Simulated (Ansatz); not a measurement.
Reaction (formal hydrolysis of the Si–C bond): `B[SiH2]CN` + H₂O → `B[SiH2]O` + CH₃NH₂

Isolated molecules relaxed with PBE0-D4/def2-TZVP in Ansatz; ΔE leaves out vibrations. CCSD(T)/CBS adds triple-zeta CCSD(T) − MP2 to the extrapolated MP2 energy (def2 sets, frozen cores). This one scheme is used for every species. Functionals use def2-TZVPP. HSE06 is defined as in plane-wave codes. One conformer a species, not always the lowest.

`B[SiH2]CN`:

Cartesian coordinates in Å:
```
B 1.231 -1.068 -1.740
Si 0.332 0.397 -0.700
C -0.326 -0.132 0.988
N -1.048 0.952 1.640
H 1.216 -2.216 -1.402
H 1.795 -0.813 -2.764
H 1.239 1.572 -0.557
H -0.828 0.848 -1.536
H -0.902 -1.063 0.859
H 0.542 -0.397 1.602
H -1.422 0.660 2.535
H -1.829 1.259 1.075
```

H₂O:

Cartesian coordinates in Å:
```
O -0.022 0.282 -0.267
H 0.003 -0.665 -0.419
H 0.018 0.383 0.686
```

`B[SiH2]O`:

Cartesian coordinates in Å:
```
B 1.338 -0.124 0.315
Si -0.547 0.441 -0.068
O -1.471 -0.628 -0.930
H 1.744 -1.242 0.171
H 2.107 0.679 0.758
H -0.589 1.705 -0.848
H -1.151 0.720 1.276
H -1.430 -1.550 -0.674
```

CH₃NH₂:

Z-matrix (Å, degrees):
```
C
N 1 1.453
H 1 1.092 2 109.4
H 1 1.100 2 115.4 3 -121.6
H 1 1.092 2 109.4 3 116.8
H 2 1.012 1 110.6 3 62.6
H 2 1.012 1 110.6 3 -179.3
```

| level | ΔE (kJ/mol) | difference from CCSD(T)/CBS |
| --- | --- | --- |
| LDA (SPW92) | -85.8 | 7.8 |
| PBE-D4 | -86.0 | 7.6 |
| revPBE-D4 | -83.7 | 9.9 |
| BLYP-D4 | -95.9 | -2.3 |
| r2SCAN-D4 | -97.6 | -4.0 |
| PBE0-D4 | -89.3 | 4.3 |
| r2SCANh-D4 | -97.7 | -4.1 |
| r2SCAN0-D4 | -97.9 | -4.3 |
| HSE06-D4 | -89.3 | 4.3 |
| BHLYP-D4 | -104.4 | -10.8 |
| CAM-B3LYP-D4 | -102.6 | -9.0 |
| ωB97X-V | -97.3 | -3.7 |
| ωB97M-V | -96.0 | -2.4 |
| B2PLYP | -103.4 | -9.8 |
| PBE | -90.1 | 3.5 |
| revPBE | -91.7 | 1.9 |
| BLYP | -104.0 | -10.4 |
| r2SCAN | -98.9 | -5.3 |
| PBE0 | -93.0 | 0.6 |
| r2SCANh | -99.0 | -5.4 |
| r2SCAN0 | -99.3 | -5.7 |
| HSE06 | -92.8 | 0.8 |
| BHLYP | -110.0 | -16.4 |
| CAM-B3LYP | -106.5 | -12.9 |
| LC-ωPBE | -96.0 | -2.4 |
| HF/def2-SVP | -108.1 | -14.5 |
| MP2/def2-SVP | -93.8 | -0.2 |
| CCSD/def2-SVP | -93.8 | -0.2 |
| CCSD(T)/def2-SVP | -91.9 | 1.7 |
| HF/def2-TZVPP | -118.7 | -25.1 |
| MP2/def2-TZVPP | -96.7 | -3.1 |
| SCS-MP2/def2-TZVPP | -101.8 | -8.2 |
| CCSD/def2-TZVPP | -98.6 | -5.0 |
| CCSD(T)/def2-TZVPP | -95.6 | -2.0 |
| HF/def2-QZVPP | -119.2 | -25.6 |
| MP2/def2-QZVPP | -95.7 | -2.1 |
| SCS-MP2/def2-QZVPP | -100.9 | -7.3 |
| HF/CBS(def2) | -119.2 | -25.6 |
| MP2/CBS(def2) | -94.7 | -1.1 |
| CCSD/CBS(def2) | -96.6 | -3.0 |
| CCSD(T)/CBS | -93.6 | 0 |

Largest T1 diagnostic among the species: 0.012.

In def2-TZVPP, CCSD(T) changes the Hartree–Fock value by +23.1 kJ/mol (the triples alone add +3.0 kJ/mol) and MP2 by +22.0 kJ/mol. The D4 term adds +6.5 kJ/mol with B3LYP and +3.7 kJ/mol with PBE0; it sums over pairs of atoms, weighted by their polarisabilities, and B3LYP, whose exchange is more repulsive, gets the larger term. From BLYP to BHLYP (50 % exact exchange), in def2-TZVPP and without D4, ΔE moves by −6.0 kJ/mol.

B3LYP here is the variant with VWN-RPA as its local correlation; programs differ in this.
